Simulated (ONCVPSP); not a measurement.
# Before and after: ONCV potential for Se (Z = 34)

- Element: Se
- Generator: ONCVPSP 4.0.1
- Type: optimised norm-conserving Vanderbilt (ONCV)
- Functional: PBE
- Relativity: scalar-relativistic
- Frozen core: [Ar]
- Valence charge: 16
- Reference configuration: 3d10 4s2 4p4
- Partial waves: 4s: rc 1.25 bohr, ncon 4, nbas 7, qcut 5.3 1/bohr, 2 projectors, debl 2.5 Ha; 4p: rc 1.70 bohr, ncon 4, nbas 6, qcut 3.9 1/bohr, 3 projectors, debl 0.4 Ha; 3d: rc 1.20 bohr, ncon 3, nbas 7, qcut 13.8 1/bohr, 2 projectors, debl 0.3 Ha
- Local potential: polynomial inside 0.85 bohr (lpopt 2, dvloc0 0 Ha)
- Core correction: Teter function, fcfact 4, rcfact 1.05

In the d channel the program set the typed energies aside and used -1.952, 0.250 Ha.

Change: s: qcut 3.4; p: qcut 2.5; d: qcut 8.9.

Cutoffs: the cutoffs (Ha) at which the residual kinetic energy of the hardest occupied pseudo-wave falls to 1 and 0.1 mHa per electron; they do not see the model core or the augmentation charge, which bear on the density cutoff. Errors are all-electron minus pseudo energies relative to the spin-unpolarised reference configuration.

Task: What does the change do?

Result: The bound ghosts move from p, s to p; of the 4 tests that both files solve, the error grows in 2 and shrinks in 0 by more than 15 % and 0.3 meV (median size 2.7 → 4.2 meV); the range in which the s phases agree narrows (upper end at the end of the scan → 2.8).

| quantity | base | changed |
| --- | --- | --- |
| cutoffs, loose and tight | 76 Ha, 84 Ha | not determined |
| bound ghosts | s, p | p |
| GHOST(+) flags under 300 eV | p at 250.1 eV | s at 78.2 eV, p at 252.8 eV |
| error for 3d10 4s2 4p3, meV [ΔE 10.85 eV] | -1.9 | -2.1 |
| error for 3d10 4s2 4p2, meV [ΔE 31.19 eV] | -4.8 | -6.3 |
| error for 3d10 4s2 4p1, meV [ΔE 62.06 eV] | -3.5 | -11 |
| error for 3d10 4s2 4p3.5, meV [ΔE 4.31 eV] | -0.8 | -0.8 |
| s: phases at 1.27 bohr within 0.05 rad from the reference energy up to (Ha; the scan ends near 5) | to the end of the scan | 2.8 |
| p: phases at 1.72 bohr within 0.05 rad from the reference energy up to (Ha; the scan ends near 5) | to the end of the scan | to the end of the scan |
| d: phases at 1.22 bohr within 0.05 rad from the reference energy up to (Ha; the scan ends near 5) | to the end of the scan | to the end of the scan |
| rms error of d²Exc/dni dnj with the model core, mHa | 5.30 | 3.99 |

 A true bound ghost makes a file unfit for plane-wave use even where its test errors are small: the radial tests pick states by their node count and pass the ghost by.
